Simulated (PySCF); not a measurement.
# Correlation energy of P(2+) (phosphorus, charge +2)

[Ne] 3s2 4s1, 2S determinant (an excited configuration). Computed with PySCF 2.14 in aug-cc-pwCVTZ, with the non-relativistic Hamiltonian (point nucleus). Frozen: 1s2; 11 electrons correlated.

```csv
level,correlation energy (mhartree)
CCSD,-321.73
(T),-5.26
CCSD(T),-326.99
```

Diagnostics: T1 = 0.0079, D1 = 0.0360, largest double amplitude 0.096.

The outer electron is Rydberg-like, and this basis confines it to a smaller radius and binds it less than a complete one would.

Cost of the coupled-cluster step: roughly 40 core-seconds, for 11 correlated electrons.
